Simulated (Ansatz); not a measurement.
`C=CB(F)F` + H₂S → `FB(F)S` + `C=C` at 500 K and 1 bar (ligand exchange at a B–C bond).

Calculated with Ansatz (gas phase, PBE0-D4/def2-TZVP geometries, no zero-point term in ΔE). CCSD(T)/CBS adds triple-zeta CCSD(T) − MP2 to the extrapolated MP2 energy (def2 sets, frozen cores). This one scheme is used for every species. One conformer a species, not always the lowest.

| species | CCSD(T)/CBS energy (Eh) | H − E (kJ/mol) | S (J/(mol·K)) |
| --- | --- | --- | --- |
| `C=CB(F)F` | -302.40039 | 173.0 | 353.1 |
| H₂S | -398.97279 | 57.0 | 224.0 |
| `FB(F)S` | -622.90532 | 79.8 | 325.4 |
| `C=C` | -78.48111 | 155.1 | 245.3 |

H − E and S are ideal-gas, rigid-rotor, harmonic terms from PBE0-D4/def2-TZVP, for one conformer and one mirror image of each species. 1 Eh = 2625.50 kJ/mol, R = 8.31446 J/(mol·K).

Question: By hand: ΔE, ΔH, ΔS and ΔG.

Answer: ΔE = (-622.90532) + (-78.48111) − (-302.40039) − (-398.97279) = -0.01325 Eh = -34.8 kJ/mol. Δ(H − E) = 79.8 + 155.1 − 173.0 − 57.0 = 4.9, so ΔH = -29.9 kJ/mol. ΔS = 325.4 + 245.3 − 353.1 − 224.0 = -6.4 J/(mol·K). ΔG = -29.9 − 500 × (-6.4)/1000 = -26.7 kJ/mol.

Question: By hand: the equilibrium constant, and the temperature at which ΔG would vanish if ΔH and ΔS stayed fixed.

Answer: log₁₀ K = −ΔG/(RT ln 10) = 2.8. ΔG = 0 at ΔH/ΔS = 4672 K, far beyond where these terms or the molecules hold.

The number of gas molecules stays the same, so ΔS is small and ΔH decides. A doubt of 5 kJ/mol in ΔE shifts log₁₀ K by 0.5 here. Other conformers and mirror images would add mixing entropy, several J/(mol·K) or more a flexible species. These are equilibria of isolated gas molecules and say nothing of rates. Largest T1 diagnostic: 0.013 (customary marks: 0.02 for closed shells, 0.045 for open ones).
